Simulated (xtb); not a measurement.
xtb input for Si(H)(SiH3) anion (H4Si2), SMILES [SiH][SiH3] (connectivity only; charge and spin as stated), charge -1, multiplicity 2, GFN2-xTB. 

```
$ xtb mol.xyz --gfn 2 --sp --chrg -1 --uhf 1 --json
$ cat mol.xyz
6

Si    -0.24663192     0.94868492     0.72003497
H      0.34957044     2.12910282     0.08492457
Si     0.17203780    -0.79663786    -0.54411065
H      0.96917451    -0.88172406    -1.81206868
H     -1.09487212    -1.47931354    -0.98818314
H      0.82044472    -1.89672404     0.25238689
```

It prints:

```
[banner left out]
          |                Calculation Setup                |
           -------------------------------------------------



           -------------------------------------------------
          |                 G F N 2 - x T B                 |
           -------------------------------------------------

        Reference                      10.1021/acs.jctc.8b01176
      * Hamiltonian:
        H0-scaling (s, p, d)           1.850000    2.230000    2.230000
        zeta-weighting                 0.500000
      * Dispersion:
        s8                             2.700000
        a1                             0.520000
        a2                             5.000000
        s9                             5.000000
      * Repulsion:
        kExp                           1.500000    1.000000
        rExp                           1.000000
      * Coulomb:
        alpha                          2.000000
        third order                    shell-resolved
        anisotropic                    true
        a3                             3.000000
        a5                             4.000000
        cn-shift                       1.200000
        cn-exp                         4.000000
        max-rad                        5.000000


          ...................................................
          :                      SETUP                      :
          :.................................................:
          :  # basis functions                  24          :
          :  # atomic orbitals                  22          :
          :  # shells                           10          :
          :  # electrons                        13          :
          :  max. iterations                   250          :
          :  Hamiltonian                  GFN2-xTB          :
          :  restarted?                      false          :
          :  GBSA solvation                  false          :
          :  PC potential                    false          :
          :  electronic temp.          300.0000000     K    :
          :  accuracy                    1.0000000          :
          :  -> integral cutoff          0.2500000E+02      :
          :  -> integral neglect         0.1000000E-07      :
          :  -> SCF convergence          0.1000000E-05 Eh   :
          :  -> wf. convergence          0.1000000E-03 e    :
          :  Broyden damping             0.4000000          :
          :  net charge                         -1          :
          :  unpaired electrons                  1          :
          ...................................................

 iter      E             dE          RMSdq      gap      omega  full diag
   1     -5.4883218 -0.548832E+01  0.105E+01    2.94       0.0  T
   2     -5.5708820 -0.825602E-01  0.104E+01    1.67       1.0  T
   3     -5.6182744 -0.473924E-01  0.655E+00    2.25       1.0  T
   4     -5.6045311  0.137433E-01  0.287E+00    2.07       1.0  T
   5     -5.6201042 -0.155730E-01  0.565E-01    2.39       1.0  T
   6     -5.6199975  0.106715E-03  0.574E-01    2.33       1.0  T
   7     -5.6203745 -0.376977E-03  0.112E-01    2.38       1.0  T
   8     -5.6203769 -0.247665E-05  0.441E-02    2.39       1.0  T
   9     -5.6203802 -0.323259E-05  0.169E-02    2.38       2.4  T
  10     -5.6203800  0.155008E-06  0.144E-02    2.38       2.8  T
  11     -5.6203803 -0.321316E-06  0.172E-03    2.39      23.7  T
  12     -5.6203803  0.178110E-08  0.135E-03    2.39      30.3  T
  13     -5.6203803 -0.260824E-08  0.593E-04    2.39      68.9  T
  14     -5.6203803 -0.518273E-09  0.119E-04    2.39     343.0  T

   *** convergence criteria satisfied after 14 iterations ***

         #    Occupation            Energy/Eh            Energy/eV
      -------------------------------------------------------------
         1        2.0000           -0.4767519             -12.9731
         2        2.0000           -0.3345373              -9.1032
         3        2.0000           -0.2252384              -6.1290
         4        2.0000           -0.2247601              -6.1160
         5        2.0000           -0.1745770              -4.7505
         6        2.0000           -0.1102839              -3.0010
         7        1.0000           -0.0594296              -1.6172 (HOMO)
         8                          0.0282483               0.7687 (LUMO)
         9                          0.0545159               1.4835
        10                          0.0749057               2.0383
        11                          0.1004577               2.7336
        12                          0.1568559               4.2683
       ...                                ...                  ...
        22                          1.3749535              37.4144
      -------------------------------------------------------------
                  HL-Gap            0.0876780 Eh            2.3858 eV
             Fermi-level           -0.0502237 Eh           -1.3667 eV

 SCC (total)                   0 d,  0 h,  0 min,  0.006 sec
 SCC setup                      ...        0 min,  0.000 sec (  2.659%)
 Dispersion                     ...        0 min,  0.000 sec (  0.871%)
 classical contributions        ...        0 min,  0.000 sec (  1.158%)
 integral evaluation            ...        0 min,  0.001 sec ( 14.900%)
 iterations                     ...        0 min,  0.004 sec ( 56.991%)
 molecular gradient             ...        0 min,  0.001 sec ( 20.316%)
 printout                       ...        0 min,  0.000 sec (  2.778%)

         :::::::::::::::::::::::::::::::::::::::::::::::::::::
         ::                     SUMMARY                     ::
         :::::::::::::::::::::::::::::::::::::::::::::::::::::
         :: total energy              -5.574620626713 Eh    ::
         :: gradient norm              0.000266942190 Eh/a0 ::
         :: HOMO-LUMO gap              2.385839027837 eV    ::
         ::.................................................::
         :: SCC energy                -5.620379867652 Eh    ::
         :: -> isotropic ES            0.104397130449 Eh    ::
         :: -> anisotropic ES         -0.008999440303 Eh    ::
         :: -> anisotropic XC         -0.008098812131 Eh    ::
         :: -> dispersion             -0.005788831138 Eh    ::
         :: repulsion energy           0.045759240939 Eh    ::
         :: add. restraining           0.000000000000 Eh    ::
         :: total charge              -1.000000000000 e     ::
         :::::::::::::::::::::::::::::::::::::::::::::::::::::

           -------------------------------------------------
          |                Property Printout                |
           -------------------------------------------------

    * Orbital Energies and Occupations

         #    Occupation            Energy/Eh            Energy/eV
      -------------------------------------------------------------
         1        2.0000           -0.4767519             -12.9731
         2        2.0000           -0.3345373              -9.1032
         3        2.0000           -0.2252384              -6.1290
         4        2.0000           -0.2247601              -6.1160
         5        2.0000           -0.1745770              -4.7505
         6        2.0000           -0.1102839              -3.0010
         7        1.0000           -0.0594296              -1.6172 (HOMO)
         8                          0.0282483               0.7687 (LUMO)
         9                          0.0545159               1.4835
        10                          0.0749057               2.0383
        11                          0.1004577               2.7336
        12                          0.1568559               4.2683
Note: The following floating-point exceptions are signalling: IEEE_UNDERFLOW_FLAG IEEE_DENORMAL
normal termination of xtb
        13                          0.1589545               4.3254
        14                          0.1861107               5.0643
        15                          0.1895676               5.1584
        16                          0.2613032               7.1104
        17                          0.2889721               7.8633
        18                          0.5678662              15.4524
       ...                                ...                  ...
        22                          1.3749535              37.4144
      -------------------------------------------------------------
                  HL-Gap            0.0876780 Eh            2.3858 eV
             Fermi-level           -0.0502237 Eh           -1.3667 eV

     #   Z          covCN         q      C6AA      α(0)
     1  14 Si       1.885    -0.255   218.485    31.414
     2   1 H        0.917    -0.196    10.530     5.075
     3  14 Si       3.681     0.315   101.971    19.346
     4   1 H        0.906    -0.247    15.213     6.102
     5   1 H        0.903    -0.307    23.877     7.645
     6   1 H        0.904    -0.309    24.252     7.704

 Mol. C6AA /au·bohr⁶  :       1721.894763
 Mol. C8AA /au·bohr⁸  :      71676.146663
 Mol. α(0) /au        :         77.286259


Wiberg/Mayer (AO) data.
largest (>0.10) Wiberg bond orders for each atom

 ---------------------------------------------------------------------------
     #   Z sym  total        # sym  WBO       # sym  WBO       # sym  WBO
 ---------------------------------------------------------------------------
     1  14 Si   2.424 --     3 Si   1.448     2 H    0.924
     2   1 H    0.962 --     1 Si   0.924
     3  14 Si   4.041 --     1 Si   1.448     4 H    0.861     6 H    0.848
                             5 H    0.847
     4   1 H    0.939 --     3 Si   0.861
     5   1 H    0.906 --     3 Si   0.847
     6   1 H    0.904 --     3 Si   0.848
 ---------------------------------------------------------------------------

Topologies differ in total number of bonds
Writing topology from bond orders to xtbtopo.mol

molecular dipole:
                 x           y           z       tot (Debye)
 q only:       -0.205       0.658       0.571
   full:        0.372      -0.371      -0.743       2.313
molecular quadrupole (traceless):
                xx          xy          yy          xz          yz          zz
 q only:        4.268       0.351      -6.748       0.259      -4.122       2.480
  q+dip:        4.207       1.772      -4.829       1.126      -5.969       0.621
   full:        5.260       2.507      -4.417       2.791      -7.705      -0.844


           -------------------------------------------------
          | TOTAL ENERGY               -5.574620626713 Eh   |
          | GRADIENT NORM               0.000266942190 Eh/α |
          | HOMO-LUMO GAP               2.385839027837 eV   |
           -------------------------------------------------

------------------------------------------------------------------------
------------------------------------------------------------------------
 total:
 SCF:
```

The run converged.

Cost: roughly 0.08 core-seconds.
